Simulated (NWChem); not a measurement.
System: C3H5BO2; SMILES C(B(O)CO)#C

Input file for NWChem:

```
start job
memory heap 200 mb stack 900 mb global 1100 mb
geometry units angstroms noautoz
  C      1.272578     2.052279    -0.031936
  C      0.404052     1.198217    -0.009727
  B     -0.641249     0.058644     0.008110
  O     -1.966638     0.317085     0.089273
  C     -0.164106    -1.437480    -0.130381
  O      1.194964    -1.685741     0.129999
  H      2.031131     2.815449    -0.048613
  H     -2.170300     1.257711     0.125433
  H     -0.770305    -2.067750     0.545100
  H     -0.458492    -1.770008    -1.154152
  H      1.689880    -0.895583    -0.113353
end
basis spherical
  * library def2-tzvp
end
dft
  xc slater vwn_5
  iterations 150
  semidirect filesize 400000000
  mulliken
end
task dft energy
```

Parts of the log:

```
             Northwest Computational Chemistry Package (NWChem) 7.3.0
             --------------------------------------------------------

 C1  symmetry detected

                             Geometry "geometry" -> ""
                             -------------------------

 Output coordinates in angstroms (scale by  1.889725989 to convert to a.u.)

  No.       Tag          Charge          X              Y              Z
 ---- ---------------- ---------- -------------- -------------- --------------
    1 C                    6.0000     1.19361989     2.10891706    -0.01421392
    2 C                    6.0000     0.35781719     1.22259173    -0.00354518
    3 B                    5.0000    -0.64380171     0.04431057    -0.00007515
    4 O                    8.0000    -1.97867865     0.25216923     0.07016385
    5 C                    6.0000    -0.10926115    -1.43208397    -0.14063744
    6 O                    8.0000     1.25584503    -1.63007770     0.13099859
    7 H                    1.0000     1.92291711     2.90024014    -0.02073815
    8 H                    1.0000    -2.21804617     1.18426169     0.10850270
    9 H                    1.0000    -0.69720746    -2.08789872     0.52660932
   10 H                    1.0000    -0.38174467    -1.77074916    -1.16845244
   11 H                    1.0000     1.72270308    -0.82068797    -0.10446593

 Effective nuclear repulsion energy (a.u.)     195.1465493125

                                 NWChem DFT Module
                                 -----------------

 Summary of "ao basis" -> "ao basis" (spherical)
 ------------------------------------------------------------------------------
       Tag                 Description            Shells   Functions and Types
 ---------------- ------------------------------  ------  ---------------------
 C                         def2-tzvp                11       31   5s3p2d1f
 B                         def2-tzvp                11       31   5s3p2d1f
 O                         def2-tzvp                11       31   5s3p2d1f
 H                         def2-tzvp                 4        6   3s1p

            General Information
            -------------------
          SCF calculation type: DFT
          Wavefunction type:  closed shell.
          No. of atoms     :    11
          No. of electrons :    44
           Alpha electrons :    22
            Beta electrons :    22
          Charge           :     0
          Spin multiplicity:     1
          Use of symmetry is: off; symmetry adaption is: off
          Maximum number of iterations: 150
          AO basis - number of functions:   216
                     number of shells:    86
          Convergence on energy requested:  1.00D-06
          Convergence on density requested:  1.00D-05
          Convergence on gradient requested:  5.00D-04

              XC Information
              --------------
                        Slater Exchange Functional  1.000 local
                      VWN V Correlation Functional  1.000 local

             Grid Information
             ----------------
          Grid used for XC integration:  medium
          Radial quadrature: Mura-Knowles
          Angular quadrature: Lebedev.
          Tag              B.-S. Rad. Rad. Pts. Rad. Cut. Ang. Pts.
          ---              ---------- --------- --------- ---------
          C                   0.70       49          12.0       434
          B                   0.85       49          11.0       434
          O                   0.60       49          12.0       434
          H                   0.35       45          13.0       434
          Grid pruning is: on
          Number of quadrature shells:   519
          Spatial weights used:  Erf1

      Superposition of Atomic Density Guess
      -------------------------------------

 Sum of atomic energies:        -289.61635795

      Non-variational initial energy
      ------------------------------

 Total energy =    -292.457759
 1-e energy   =    -779.100257
 2-e energy   =     291.495949
 HOMO         =      -0.341862
 LUMO         =      -0.034418

------------------------------------------------------------
EAF file 0: "./job.aoints.0" size=989331456 bytes
------------------------------------------------------------
               write      read    awrite     aread      wait
               -----      ----    ------     -----      ----
     calls:     1887         0         0         0         0
   data(b): 9.89e+08  0.00e+00  0.00e+00  0.00e+00
   time(s): 0.00e+00  0.00e+00  0.00e+00  0.00e+00  0.00e+00
rate(mb/s): 0.00e+00  0.00e+00
------------------------------------------------------------

     ---------------------------------------------
      Total Density - Mulliken Population Analysis
     ---------------------------------------------

    Atom       Charge   Shell Charges
 -----------   ------   -------------------------------------------------------
    1 C    6     6.05   0.86  1.12  0.61  0.43  0.10  1.15  1.33  0.42  0.01  0.02  0.01
    2 C    6     6.41   0.86  1.12  0.61  0.53  0.17  1.23  1.42  0.41  0.01  0.05  0.01
    3 B    5     4.43   0.92  1.06  0.53  0.42  0.04  0.76  0.45  0.06  0.07  0.11  0.03
    4 O    8     8.69   0.79  1.18  0.59  0.93  0.24  2.01  2.15  0.79  0.00  0.01  0.00
    5 C    6     6.15   0.86  1.12  0.54  0.66  0.11  1.16  1.29  0.33  0.02  0.07  0.01
    6 O    8     8.68   0.79  1.18  0.59  0.94  0.25  1.97  2.14  0.78  0.00  0.02  0.00
    7 H    1     0.75   0.21  0.42  0.10  0.02
    8 H    1     0.55   0.20  0.25  0.06  0.04
    9 H    1     0.85   0.24  0.45  0.14  0.02
   10 H    1     0.85   0.24  0.45  0.14  0.02
   11 H    1     0.58   0.20  0.27  0.07  0.04

   convergence    iter        energy       DeltaE   RMS-Dens  Diis-err
 ---------------- ----- ----------------- --------- --------- ---------
 d= 0,ls=0.0,diis     1   -290.1571677067 -4.85D+02  9.69D-03  2.73D+00
 d= 0,ls=0.0,diis     2   -289.9578443567  1.99D-01  6.48D-03  3.49D+00
 d= 0,ls=0.0,diis     3   -290.1737708217 -2.16D-01  2.26D-03  1.33D+00
 d= 0,ls=0.0,diis     4   -290.2733874901 -9.96D-02  1.15D-03  2.05D-01
 d= 0,ls=0.0,diis     5   -290.2932646366 -1.99D-02  4.48D-04  4.46D-02
  Resetting Diis
 d= 0,ls=0.0,diis     6   -290.2986093328 -5.34D-03  1.83D-04  4.53D-03
 d= 0,ls=0.0,diis     7   -290.2990463348 -4.37D-04  1.90D-04  4.79D-04
 d= 0,ls=0.0,diis     8   -290.2988684104  1.78D-04  1.06D-04  2.51D-03
 d= 0,ls=0.0,diis     9   -290.2990904492 -2.22D-04  1.12D-05  1.22D-05
 d= 0,ls=0.0,diis    10   -290.2990914661 -1.02D-06  3.71D-06  2.15D-06
 d= 0,ls=0.0,diis    11   -290.2990916731 -2.07D-07  1.15D-06  2.54D-07

         Total DFT energy =     -290.299091673094
      One electron energy =     -784.192134211759
           Coulomb energy =      335.529145635357
    Exchange-Corr. energy =      -36.782652409149
 Nuclear repulsion energy =      195.146549312457

 Numeric. integr. density =       43.999999918917

                       DFT Final Molecular Orbital Analysis
                       ------------------------------------

 Vector   20  Occ=2.000000D+00  E=-2.805623D-01
              MO Center=  6.5D-01,  1.4D+00,  5.0D-03, r^2= 2.6D+00
   Bfn.  Coefficient  Atom+Function         Bfn.  Coefficient  Atom+Function
  ----- ------------  ---------------      ----- ------------  ---------------
    37      0.227837   2 C  px                7     -0.215268   1 C  py
     6      0.210816   1 C  px               40      0.194021   2 C  px
     9      0.176983   1 C  px               38     -0.171981   2 C  py
    10     -0.147724   1 C  py               41     -0.128427   2 C  py
   162     -0.114861   6 O  py               12      0.114155   1 C  px

 Vector   21  Occ=2.000000D+00  E=-2.708306D-01
              MO Center=  3.3D-01, -1.1D+00,  7.2D-02, r^2= 2.8D+00
   Bfn.  Coefficient  Atom+Function         Bfn.  Coefficient  Atom+Function
  ----- ------------  ---------------      ----- ------------  ---------------
   131      0.242110   5 C  py              162     -0.202450   6 O  py
    66      0.195948   3 B  s                69     -0.179796   3 B  py
   163      0.175939   6 O  pz              200     -0.154604   9 H  s
   134      0.149868   5 C  py              165     -0.149922   6 O  py
   160      0.137845   6 O  s               166      0.137417   6 O  pz

 Vector   22  Occ=2.000000D+00  E=-2.208436D-01
              MO Center=  7.6D-01, -1.5D+00, -4.8D-02, r^2= 1.7D+00
   Bfn.  Coefficient  Atom+Function         Bfn.  Coefficient  Atom+Function
  ----- ------------  ---------------      ----- ------------  ---------------
   163      0.378016   6 O  pz              166      0.301262   6 O  pz
   169      0.269560   6 O  pz              206      0.180298  10 H  s
   162      0.174506   6 O  py              207      0.152436  10 H  s
   165      0.138831   6 O  py              168      0.134255   6 O  py
   129     -0.127709   5 C  s               132     -0.120821   5 C  pz

 Vector   23  Occ=0.000000D+00  E=-9.304238D-02
              MO Center=  8.3D-02,  8.6D-01, -5.0D-03, r^2= 3.7D+00
   Bfn.  Coefficient  Atom+Function         Bfn.  Coefficient  Atom+Function
  ----- ------------  ---------------      ----- ------------  ---------------
    14      0.383726   1 C  pz               70     -0.294270   3 B  pz
    45     -0.288303   2 C  pz               73     -0.286351   3 B  pz
     8      0.267048   1 C  pz               11      0.215904   1 C  pz
   201      0.215228   9 H  s               207     -0.188150  10 H  s
   107      0.183488   4 O  pz              101      0.175149   4 O  pz

[...]
```

Level: LDA (Slater exchange, VWN5)/def2-TZVP. Structure relaxed at the PBE0/def2-SVP level.
